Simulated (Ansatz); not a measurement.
`[Cl][Sn]([Cl])([Cl])[I]`, relaxed with RKS PBE0-D4/def2-TZVP in Ansatz from a PBE-D4/def2-SVP geometry. The force threshold is 0.005 eV/Å; the program also tests the step.

Charge 0, multiplicity 1. Sn, I: def2 effective core potential.

Start:

```xyz
5

Cl    1.069    0.618   -2.014
Sn    0.033   -0.013   -0.002
Cl    0.014   -2.360    0.104
Cl    1.345    0.786    1.775
I    -2.460    0.969    0.137
```

**Question.** By how much does the energy fall, and how many steps does the optimiser take? (Best estimate.)

**Answer.** Computed: 7.51 kJ/mol, in 4 steps.

**Question.** Which bonds change most? (Estimate.)

**Answer.** The calculation gave: Sn2–Cl3 from 2.350 to 2.297 Å; Sn2–Cl4 from 2.349 to 2.297 Å; Cl1–Sn2 from 2.349 to 2.297 Å; Sn2–I5 from 2.683 to 2.635 Å.

**Question.** Give the relaxed structure. (Estimate.)

**Answer.** Computed: 
```xyz
5

Cl    1.048    0.602   -1.967
Sn    0.032   -0.013   -0.002
Cl    0.018   -2.307    0.101
Cl    1.319    0.766    1.734
I    -2.417    0.952    0.134
```
